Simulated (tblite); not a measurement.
C4H12GeN2.
Geometry (GFN2-xTB, Å), atoms numbered from 1 in this order:
```
atom  x, y, z in Å
C1     3.4537    0.5179   -0.2895
N2     2.4689    0.6864   -1.3010
C3     1.2581    0.4708   -1.0817
Ge4    0.3115   -0.1667    0.5567
N5    -1.4423   -0.1608    0.0305
C6    -2.4009   -1.0106    0.6996
C7    -2.0384    1.0884   -0.3890
H8     3.9632    1.4711   -0.1448
H9     3.0310    0.1671    0.6646
H10    4.1902   -0.2004   -0.6513
H11    0.5940    0.6123   -1.9318
H12    0.5895    0.6452    1.8293
H13    0.5719   -1.6100    0.9209
H14   -1.9200   -1.9480    0.9756
H15   -2.8162   -0.5508    1.6060
H16   -3.2311   -1.2291    0.0220
H17   -2.4468    1.6611    0.4543
H18   -1.2905    1.7043   -0.8882
H19   -2.8554    0.8915   -1.0894
```

Method: GFN2-xTB as coded in tblite; computed harmonic values from a numerical Hessian at the method's own geometry, unscaled. Errors from tens to a few hundred cm⁻¹ against measured bands are possible. Modes of hydrogen on germanium can be 10 to 20 % off. One conformer, not necessarily the lowest.

Harmonic wavenumbers (cm⁻¹): 34.5, 65.0, 97.7, 162.3, 181.5, 186.2, 225.3, 248.6, 285.0, 312.9, 331.6, 433.2, 451.6, 530.5, 614.5, 651.2, 669.3, 812.2, 817.9, 980.4, 1018.5, 1053.4, 1091.1, 1093.4, 1117.6, 1131.0, 1192.2, 1242.0, 1276.4, 1381.2, 1418.2, 1426.7, 1438.4, 1459.3, 1476.0, 1483.3, 1504.9, 1512.0, 1710.0, 1748.4, 1925.3, 2852.5, 2870.8, 2873.5, 2943.1, 2947.3, 2959.9, 2988.6, 2993.0, 3003.1, 3003.9.

A = 4336, B = 967.9, C = 848.7 MHz; mass 162.021 u (most abundant isotopes); point group C1, symmetry number 1.

Question: What is the zero-point energy?

Answer: ½Σν̃ = 33113 cm⁻¹ = 396.12 kJ/mol.

Question: Give the ideal-gas entropy at 400 K and 1 bar in the rigid-rotor, harmonic-oscillator model (classical rotation).

Answer: Translation 178.42, rotation 124.55, vibration 181.09: S = 484.0 J/(mol K).

Question: And Cp and H(400 K) − H(0)?

Answer: Cp = 202.97 J/(mol K), of which vibrations give 169.71 (their classical limit is 51 R = 424.0); H(400 K) − H(0) = 49.84 kJ/mol without the zero-point energy, 36.54 from vibrations.

Question: What must be added to the electronic energy to get the Gibbs energy at 400 K and 1 bar?

Answer: ZPE + [H(400 K) − H(0)] − T·S = 396.12 + 49.84 − 193.62 = 252.34 kJ/mol.

Question: Blend soft modes into free rotors: weight 1/[1 + (100 cm⁻¹/ν̃)⁴] for the oscillator and the rest for a rotor with moment μB/(μ + B), μ = h/(8π²ν), B = 10⁻⁴⁴ kg m². What vibrational entropy results?

Answer: 166.09 J/(mol K) in place of 181.09, which changes −T·S at 400 K by +6.00 kJ/mol.

Question: Which modes carry the vibrational entropy at 400 K?

Answer: 34.5 cm⁻¹: 25.67; 65.0 cm⁻¹: 20.42; 97.7 cm⁻¹: 17.05; 162.3 cm⁻¹: 12.91; 181.5 cm⁻¹: 12.01; 186.2 cm⁻¹: 11.80 J/(mol K); the other 45 give 81.23 together.

Question: How do the functions run with temperature in this model?

Answer: 
```
 T (K)  S (J/(mol K))  Cp (J/(mol K))  H − H(0) (kJ/mol)  G − H(0) (kJ/mol)  ln q(vib)
   150          337.6           109.0              10.63             -40.01       3.57
   250          402.5           147.7              23.50             -77.13       6.55
298.15          430.1           165.7              31.05             -97.18       7.94
   600          578.6           264.7              96.90            -250.26      16.11
   900          698.8           327.6             186.49            -442.46      23.45
```

q(vib) and H(0) count from the zero-point level.

Hindered rotation and anharmonicity are outside this model. Other conformers, if any are populated, would add a mixing term that is left out. The structure is chiral; the term R ln 2 for an equal mix with its mirror image is left out.
